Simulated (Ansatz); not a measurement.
Reactions of GeH₄S₂, SMILES `[SH][GeH2][SH]`.

Calculated with Ansatz (gas phase, PBE0-D4/def2-TZVP geometries, no zero-point term in ΔE). CCSD(T)/CBS is the MP2 limit (def2-TZVPP, def2-QZVPP) plus CCSD(T) − MP2 in def2-TZVPP, frozen cores. This one scheme is used for every species, atoms too. Functionals use def2-TZVPP. No spin–orbit coupling; open shells (•) take unrestricted orbitals. Spin–orbit coupling would lower the free atoms: a little for S; clearly for Ge. For Ge outer-core shells are correlated without core-valence functions, so the limit isn't a true one: a few kJ/mol of doubt a bond, and 10 to 20 or more in all where bonds break to atoms. Scalar relativity is left out up to krypton. Each species was taken in one conformer, which may not be the lowest.

| reaction | LDA (SPW92) (eV) | B2PLYP (eV) |
| --- | --- | --- |
| `[SH][GeH2][SH]` → Ge• + 4 H• + 2 S• | 22.69 | 19.40 |
| `[SH][GeH2][SH]` → `[SH][GeH]` + H₂S | 1.69 | 1.39 |
| `[SH][GeH2][SH]` → `[SH][GeH2]`• + `[SH]`• | 3.93 | 3.32 |
| `[SH][GeH2][SH]` + PH₃ → `[PH2][GeH2][SH]` + H₂S | 0.16 | 0.23 |

Give the CCSD(T)/CBS values in the same order. (Estimate.)

Ansatz gave: 19.92, 1.49, 3.56, 0.20 eV.

Largest T1 diagnostic: 0.015, for `[SH][GeH]`.
